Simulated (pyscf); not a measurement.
Elementary routes open to `[CH3][CH][SiH3]` [doublet] in the gas phase (doublet surface):
A. `[CH3][CH2][SiH2]` [doublet] (H–Si broken; C–H formed)
B. `[CH2][CH2][SiH3]` [doublet] (C–H broken; C–H formed)

Optimised with ωB97X-D3(BJ)/def2-SVP in PySCF.

Q: Rank the routes by free-energy barrier at 600 K, lowest first, for ωB97M-D3(BJ)/def2-TZVP energies (ideal gas, 1 atm, RRHO with modes under 100 cm⁻¹ raised to 100, one conformer, R ln 2 for chiral ones without a mode under 150 cm⁻¹).

A: B (165.0 kJ/mol), A (170.3 kJ/mol)

Route B is the fastest of these, ahead of the next by 5.4 kJ/mol. The most stable products are those of A (ΔG = -7.4 kJ/mol), whose barrier is 5.4 kJ/mol higher: the kinetic and the thermodynamic product differ. At 1200 K B is still the fastest. Only these routes are compared; each barrier is that of the saddle found, and lower ones may exist.
